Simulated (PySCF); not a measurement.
Vertical excitations of a molecule CH7BOSi from PySCF with TDA-PBE/def2-SVPD, as energy in eV (oscillator strength): 5.85 (0.001), 6.11 (0.010), 6.97 (0.009), 7.18 (0.000), 7.20 (0.076), 7.30 (0.111), 7.30 (0.003), 7.36 (0.002), 7.57 (0.001), 7.63 (0.003). Lowest triplet (TDA): 5.36 eV. Coordinates come from a B3LYP-D3(BJ)/def2-SVP optimisation. Other conformers were not sampled.

Pick the molecule that these values belong to.
(A) CB(O)[SiH3]
(B) COB[SiH3]
(C) CBO[SiH3]

C, CBO[SiH3]
